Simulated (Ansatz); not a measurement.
A structure drawn as `[CH3][In-]([CH3])([F])[PH3+]`, with this starting geometry:

Cartesian coordinates in Å:
```
C 1.963 -0.036 -0.614
In 0.030 -0.599 0.074
C -0.270 0.242 2.053
F -0.173 -2.611 0.176
P -1.681 0.306 -1.497
H 2.554 0.533 0.162
H 2.593 -0.978 -0.830
H 1.918 0.527 -1.535
H -0.447 -0.585 2.843
H 0.596 0.830 2.401
H -1.177 0.909 2.073
H -2.533 1.178 -0.753
H -2.373 -0.745 -2.047
H -0.999 1.028 -2.506
```

Total charge 0; spin multiplicity 1. In takes the def2 core potential.

(1) Does it keep its bonds when Ansatz relaxes it at PBE-D4/def2-SVP and then PBE0-D4/def2-TZVP?

(2) Give the relaxed structure. (Best estimate.)

Atoms count as bonded under 1.1 times the sum of their covalent radii (H–H under 0.85 Å, pairs among N, O and F under 1.55 Å), and a drawn bond as lost past 1.3 times.

Results:

(1) Yes, every drawn bond is still there and no new one forms.

(2) Computed: 
Z-matrix (Å, degrees):
```
C
In 1 2.142
H 1 1.091 2 110.8
H 1 1.091 2 110.6 3 120.2
H 1 1.090 2 108.8 3 -120.2
C 2 2.142 1 139.4 3 -66.3
F 2 2.018 1 108.9 3 136.2
P 2 2.819 1 103.2 3 63.2
H 6 1.091 2 110.6 1 -53.0
H 6 1.090 2 108.7 1 -172.6
H 6 1.091 2 110.8 1 67.3
H 8 1.408 2 108.3 1 52.9
H 8 1.416 2 139.6 1 -74.4
H 8 1.408 2 108.4 1 158.1
```
All modes are real.
